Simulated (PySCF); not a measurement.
Cartesian coordinates in Å; atom numbers follow the order of the lines, from 1:
```xyz
6

Ru    0.0004   -0.0004    0.1394
N     0.0044   -0.0069    1.7034
Cl    2.2521    0.0017   -0.4669
Cl   -0.0013    2.2555   -0.4516
Cl   -2.2546    0.0013   -0.4547
Cl   -0.0009   -2.2512   -0.4696
```

Total charge -1.

Geometry: PBE0-D3(BJ)/def2-SVP; GIAO absolute shieldings from PySCF 2.14.0 with density-fitted response routines, gas phase, scalar relativity only through the core potential, averaged over equivalent atoms.

At PBE0/pcSseg-1 (def2-TZVP on Ru) (153 basis functions, 26 s wall time on 1 thread of an Arm Neoverse N1, shared host):
```tsv
atoms	σ (ppm)
N2	-635.8
Cl3/Cl4/Cl5/Cl6	945.2
```

Question: What do these become at wB97X-D/pcSseg-1 (def2-TZVP on Ru)?

Answer: 
| atoms | σ at wB97X-D/pcSseg-1 (def2-TZVP on Ru) | change |
| --- | --- | --- |
| N2 | -674.6 | -38.8 |
| Cl3/Cl4/Cl5/Cl6 | 997.4 | +52.2 |

The largest change is at Cl3/Cl4/Cl5/Cl6 (chlorine bonded to Ru). Cost: 153 basis functions, 34 s wall time on 1 thread of an Arm Neoverse N1, shared host.

Ru is described by an effective core potential, so it has no shielding of its own here; spin–orbit effects on the atoms bonded to it, which can be large, are absent, and the values of these neighbours are rough.
